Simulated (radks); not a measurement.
Problem. The mean radii <r> (bohr) of the occupied orbitals of an atom or ion are listed with their occupations. All-electron calculation, Dirac Kohn-Sham, PBEsol, spin-unpolarised, spherical densities, finite nucleus; Fermi nuclear charge, rms radius of each element as measured or else 0.836 A^(1/3) + 0.57 fm. Program: a radial shooting solver on a logarithmic mesh with Libxc functionals.

| orbital | occ. | <r> |
|---|---|---|
| 1s1/2 | 2 | 0.07691 |
| 2s1/2 | 2 | 0.3643 |
| 2p1/2 | 2 | 0.3259 |
| 2p3/2 | 4 | 0.3284 |
| 3s1/2 | 2 | 1.124 |
| 3p1/2 | 2 | 1.201 |
| 3p3/2 | 3 | 1.208 |

Name the element and its charge. Open shells, if any, fill j = l - 1/2 first.

Solution. Z = 20, calcium, charge +3: Ca3+ in [Ne] 3s2 3p5. The 1s radius gives Z: for a bare nucleus <r> = (2 gamma + 1)/(2Z) with gamma = sqrt(1 - (Z/c)^2), 0.07446 bohr for Z = 20, and screening makes it slightly larger (0.07691 here). The occupations add up to 17, and the charge is Z minus that.
